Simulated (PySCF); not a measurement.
## Atomic charges against the basis set

Compound: C2H4BClS2.
Structure used (PBE0-D3(BJ)/def2-SVP), in Å, numbered top down from 1:
```xyz
10
C2H4BClS2 angstrom
Cl     3.4363    0.6099    0.0754
B      1.7110    0.3072    0.0347
S      0.5651    1.1706    1.1178
C     -0.9246    0.5592    0.2492
C     -0.6643   -0.8324   -0.2880
S      0.9782   -0.8867   -1.0926
H     -1.1538    1.2636   -0.5654
H     -1.7645    0.5630    0.9597
H     -1.4229   -1.1268   -1.0286
H     -0.6647   -1.5752    0.5247
```

PBE0 throughout (PySCF), one geometry, spherical d and f functions. One conformer (not necessarily the lowest) at the PBE0-D3(BJ)/def2-SVP geometry, without solvent, vibrations or thermal averaging. Atoms taken as equivalent share a column and are averaged.

Mulliken charges (e):

```
        basis  functions     Cl1      B2   S3/S6   C4/C5  H7/H8/H9/H10
       STO-3G         46  -0.208  -0.004  +0.139  -0.221        +0.094
        6-31G         74  -0.036  -0.330  +0.303  -0.588        +0.234
     pcSseg-0         74  -0.169  +0.259  +0.066  -0.742        +0.316
       6-31G*        104  -0.093  -0.078  +0.134  -0.504        +0.228
      cc-pVDZ        116  -0.105  +0.086  -0.026  -0.146        +0.090
     def2-SVP        116  -0.081  +0.113  -0.072  -0.140        +0.098
  aug-cc-pVDZ        186  -0.279  +0.468  +0.120  +0.028        -0.121
6-311+G(2d,p)        210  -0.248  +0.188  -0.013  -0.304        +0.174
    def2-TZVP        228  -0.121  +0.095  -0.081  -0.185        +0.140
      cc-pVTZ        248  -0.088  +0.034  -0.041  -0.173        +0.121
     IGLO-III        277  -0.131  +0.058  +0.084  -0.370        +0.161
```

IAO charges (e):

```csv
basis,functions,Cl1,B2,S3/S6,C4/C5,H7/H8/H9/H10
STO-3G,46,-0.058,-0.233,+0.211,-0.350,+0.142
6-31G,74,-0.042,-0.155,+0.092,-0.343,+0.175
pcSseg-0,74,-0.037,-0.149,+0.089,-0.353,+0.178
6-31G*,104,-0.058,-0.125,+0.097,-0.330,+0.162
cc-pVDZ,116,-0.059,-0.116,+0.093,-0.326,+0.160
def2-SVP,116,-0.052,-0.125,+0.096,-0.322,+0.157
aug-cc-pVDZ,186,-0.062,-0.112,+0.089,-0.328,+0.163
"6-311+G(2d,p)",210,-0.059,-0.123,+0.099,-0.335,+0.163
def2-TZVP,228,-0.059,-0.122,+0.101,-0.337,+0.163
cc-pVTZ,248,-0.060,-0.116,+0.096,-0.335,+0.164
IGLO-III,277,-0.057,-0.129,+0.104,-0.337,+0.163
```

Hirshfeld charges (e):

```csv
basis,functions,Cl1,B2,S3/S6,C4/C5,H7/H8/H9/H10
STO-3G,46,-0.200,+0.102,+0.019,-0.013,+0.022
6-31G,74,-0.076,+0.056,-0.048,-0.048,+0.053
pcSseg-0,74,-0.062,+0.037,-0.028,-0.052,+0.046
6-31G*,104,-0.085,+0.074,-0.054,-0.045,+0.052
cc-pVDZ,116,-0.075,+0.051,-0.027,-0.059,+0.048
def2-SVP,116,-0.064,+0.043,-0.022,-0.062,+0.047
aug-cc-pVDZ,186,-0.076,+0.058,-0.017,-0.079,+0.053
"6-311+G(2d,p)",210,-0.074,+0.051,-0.018,-0.075,+0.052
def2-TZVP,228,-0.076,+0.056,-0.021,-0.073,+0.052
cc-pVTZ,248,-0.076,+0.056,-0.023,-0.071,+0.052
IGLO-III,277,-0.071,+0.049,-0.010,-0.080,+0.050
```

Some averages cover members that differ in this geometry, most widely: H7/H8/H9/H10, Mulliken in aug-cc-pVDZ -0.141 to -0.101 e.

Q: Which scheme is steadiest as the basis changes?

A: Largest range over the bases for any column: IAO 0.12 e, Hirshfeld 0.14 e, Mulliken 0.80 e. IAO charges move least and Mulliken charges most, counted in e. Without the minimal STO-3G basis the ranges are IAO 0.04, Hirshfeld 0.04, Mulliken 0.80 e.

Q: How much do the charges still move between the two largest bases, cc-pVTZ and IGLO-III?

A: At most, over all atoms: Mulliken 0.196 e, IAO 0.013 e, Hirshfeld 0.013 e.

Q: What do the same runs give for the total energy, the frontier levels and the dipole moment?

A: 
```tsv
basis	energy (Eh)	HOMO (eV)	LUMO (eV)	μ (D)
STO-3G	-1344.6311	-4.19	2.66	3.61
6-31G	-1359.4516	-7.26	-0.79	3.79
pcSseg-0	-1357.9096	-7.56	-0.98	3.63
6-31G*	-1359.5491	-7.11	-0.72	3.37
cc-pVDZ	-1359.6250	-7.07	-0.62	3.11
def2-SVP	-1359.1426	-7.05	-0.56	2.97
aug-cc-pVDZ	-1359.6364	-7.17	-0.87	3.27
6-311+G(2d,p)	-1359.6704	-7.14	-0.91	3.24
def2-TZVP	-1359.6824	-7.13	-0.84	3.17
cc-pVTZ	-1359.6966	-7.14	-0.80	3.17
IGLO-III	-1359.6767	-7.07	-0.81	3.06
```

The dipole is fixed by the density alone, so its range of 0.82 D shows that the density itself changes with the basis, not only its division among atoms.
